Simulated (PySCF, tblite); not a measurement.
Isomers of [C6H10O2]- (charge -1 and doublet state), one GFN2-xTB conformer each. Single-point energies are computed at B3LYP/pcH-1 (PySCF, gas phase, no added dispersion term), electronic only. GFN2-xTB treats the open shell by occupation alone, and not every SCF solution was tested for stability.

Question: Rank them by B3LYP/pcH-1 energy, lowest first (kcal/mol).
A. `[CH2:1]=[C:2]([O:3][CH3:4])[C@H:5]([CH3:6])[CH:7][O-:8]` (charge -1 and doublet state) with C1–C2–O3–C4 82°, C1–C2–C5–C6 40°, C2–C5–C7–O8 -100°
B. `[CH2:1]=[CH:2][CH2:3][CH2:4][CH2:5][C:6]([O-:7])[OH:8]` (charge -1 and doublet state) with C1–C2–C3–C4 -102°, C2–C3–C4–C5 180°, C3–C4–C5–C6 179°, C4–C5–C6–O7 -87°, C5–C6–O8–H -170°

Answer: B (0.0), A (20.6).

As drawn, the lower has an O–H bond, which the higher lacks. GFN2-xTB itself gives, in the same order: 0.0, 12.1. Both levels put the same isomer lowest.

Question: What happens when harmonic zero-point energies from GFN2-xTB frequencies are added?

Answer: 
```csv
SMILES,ZPE (kcal/mol),electronic (kcal/mol),with ZPE (kcal/mol)
C=CCCC[C]([O-])O,89.9,0.0,0.0
C=C(OC)[C@H](C)[CH][O-],89.0,20.6,19.7
```

The zero-point energies span 0.9 kcal/mol. The order is unchanged.
